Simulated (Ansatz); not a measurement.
System: sum formula AlBrCl$_{2}$, net charge 0, singlet state. 
Structure (B3LYP-D3(BJ)/def2-TZVP (Ansatz, a first-principles code) minimum search):
```
Al
Cl 1 2.0781
Cl 1 2.0781 2 119.67
Br 1 2.2344 2 120.16 3 180.00
```

Total electronic energies in hartree. Correlated levels leave the core frozen unless marked. No spin-orbit coupling. Frozen are the shells of the preceding noble gas and the d and f shells that filled before the atom's block. No relativistic terms. Basis-set limits of correlation are two-point, X^-3; Hartree-Fock from the larger set.

| level | program | energy (Eh) |
|---|---|---|
| RI-HF/def2-TZVPP | Ansatz | -3733.59536 |
| revPBE/def2-TZVPD | Ansatz | -3736.78653 |
| r2SCANh-D4/def2-TZVPD | Ansatz + dftd4 | -3737.13472 |
| r2SCAN0/def2-TZVPD | Ansatz | -3737.12705 |
| PBE-QIDH/def2-TZVPD | Ansatz | -3735.92058 |
| RI-MP2/def2-TZVPPD | Ansatz | -3734.19789 |
| RI-MP2/CBS(def2-TZVPP,def2-QZVPP) | Ansatz | -3734.3860 |
| CCSD(T)/def2-TZVPPD | Ansatz | -3734.27199 |
| CCSD(T)/CBS(def2-TZVPPD,def2-QZVPPD) | Ansatz | -3734.4617 |

Totals of different functionals don't rank their quality; only differences between species are comparable.
